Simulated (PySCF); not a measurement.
Working with the constants of RbBi

ROHF-CCSD(T) constants of RbBi, ³Σ⁻ (triplet), unpaired electrons π ↑↑ (basis Rb def2-SVP with ECP28, Bi def2-SVP with ECP60; scalar-relativistic core potentials; PySCF 2.14; masses 84.9118 and 208.9804 u):

| Property | Result |
| --- | --- |
| ωe | 89.9 cm⁻¹ |
| ωexe | 0.286 cm⁻¹ |
| Be | 0.02147 cm⁻¹ |
| αe | 7.9e-05 cm⁻¹ |
| D (centrifugal) | 4.9e-09 cm⁻¹ |
| De to Rb + Bi | 0.59 eV |

Task: Give the vibrational terms G(v) and spacings up to v = 6.

Result: G(v) = ωe(v+½) − ωexe(v+½)².

```csv
v,G(v) (cm⁻¹),G(v) − G(v−1),Bv (cm⁻¹)
0,44.9,,0.02143
1,134.2,89.3,0.02135
2,223.0,88.8,0.02127
3,311.1,88.2,0.02119
4,398.8,87.6,0.02111
5,485.8,87.0,0.02104
6,572.3,86.5,0.02096
```

Task: How well does the Morse estimate ωe²/(4ωexe) reproduce De, and what is D0?

Result: It gives 0.88 eV, 148 % of the computed De. D0 = De − G(0) = 0.59 − 0.01 = 0.58 eV.

Correlated steps freeze 4 core orbitals. Correlated levels converge slowly with the basis: in double zeta they bind strong bonds too weakly, by up to about 1 eV, and carry superposition errors of some tenths. These are scalar-relativistic numbers at best; spin–orbit coupling would shift them, the dissociation energy most. The state is the lowest determinant that a PBE0 search found; another state may lie lower at other levels.
